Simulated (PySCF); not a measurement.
**A small calculation by hand: chemical shift, span and skew from a shielding tensor**

dimethyl(silyl)silane (C2H10Si2), SMILES C[SiH](C)[SiH3]. Atoms are numbered in the order given.

```xyz
14

Si     1.7993     0.0978     0.0000
Si    -0.4932    -0.4230     0.0000
C     -1.3098     0.2728     1.5524
C     -1.3098     0.2728    -1.5524
H      2.4862    -0.4516     1.2120
H      2.4862    -0.4516    -1.2120
H      1.9931     1.5843     0.0000
H     -0.6298    -1.9175     0.0000
H     -0.8572    -0.1428     2.4666
H     -2.3855     0.0312     1.5684
H     -1.2089     1.3695     1.5935
H     -1.2089     1.3695    -1.5935
H     -0.8572    -0.1428    -2.4666
H     -2.3855     0.0312    -1.5684
```
Charge 0, spin multiplicity 1.

The structure is a stationary point at r2SCAN-D4/def2-SVP.

GIAO shieldings from KT2/pcSseg-1 in PySCF, non-relativistic, no solvent. The symmetric part of the tensor of C3 has the principal values 181.0, 187.6, 191.1 ppm. The same nucleus in TMS has σ = 185.1 ppm at this level (PySCF, at its B3LYP-D3(BJ)/def2-TZVP geometry).

Task: Work out the isotropic shielding, the ¹³C shift against TMS, the span and the skew.

Result: 
σ(iso) = (σ11 + σ22 + σ33)/3 = 186.6 ppm. δ = σ(ref) − σ(iso) = 185.1 − (186.6) = -1.5 ppm.
Span Ω = σ33 − σ11 = 10.1 ppm. Skew κ = 3(σ(iso) − σ22)/Ω = -0.31. Tumbling in solution averages the tensor to δ; in a static solid the shielding alone would spread this spin-1/2 line over Ω.
